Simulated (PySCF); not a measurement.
**`N(C)(C)C(Cl)=C=CCl`, C₅H₇Cl₂N**

Geometry:
| atom | x (Å) | y (Å) | z (Å) |
| --- | --- | --- | --- |
| C1 | -0.588 | -1.181 | -0.283 |
| N2 | -0.442 | 0.254 | -0.247 |
| C3 | -1.449 | 0.964 | 0.509 |
| C4 | 0.850 | 0.721 | -0.296 |
| Cl5 | 1.026 | 2.454 | -0.469 |
| C6 | 1.947 | -0.017 | -0.310 |
| C7 | 3.033 | -0.736 | -0.344 |
| Cl8 | 4.009 | -1.076 | 1.067 |
| H9 | 0.016 | -1.596 | -1.103 |
| H10 | -0.265 | -1.668 | 0.658 |
| H11 | -1.644 | -1.429 | -0.460 |
| H12 | -1.418 | 0.717 | 1.588 |
| H13 | -1.311 | 2.045 | 0.396 |
| H14 | -2.444 | 0.700 | 0.121 |
| H15 | 3.449 | -1.198 | -1.246 |

The calculation used TDDFT CAM-B3LYP/aug-cc-pVDZ circular dichroism and optical rotation, one conformer, gas phase (PySCF 2.14.0). Geometry: PBE0-D3(BJ)/def2-SVP.

No stereocentre is labelled: unless the shape is locked (an allene, a helicene, a hindered biaryl), the mirror image is equally populated and a measured rotation or CD is zero.

Problem. Draw the ECD and absorption spectra from the lowest 12 states, each a Gaussian of half-width 0.35 eV at 1/e height.

Solution. 
```csv
E (eV),λ (nm),Δε (L mol⁻¹ cm⁻¹),ε (L mol⁻¹ cm⁻¹)
3.64,341,-0.31,13.2
3.79,327,-0.87,37.5
3.94,315,-1.70,73.4
4.09,303,-2.30,99.8
4.24,292,-2.17,95.2
4.39,282,-1.39,75
4.54,273,-0.48,125
4.69,264,+0.54,488
4.84,256,+2.30,1650
4.99,248,+4.91,4000
5.14,241,+6.36,7020
5.29,234,+4.00,9270
5.44,228,-0.85,9740
5.59,222,-2.80,8910
5.74,216,+1.70,8650
5.89,211,+11.49,11400
6.04,205,+22.94,18200
6.19,200,+31.02,26000
6.34,196,+30.22,29000
6.49,191,+19.35,24500
6.64,187,+4.20,16000
```
Δε uses R in velocity form, ε uses f in length form. Only the states computed contribute, so the short-wavelength end is incomplete.
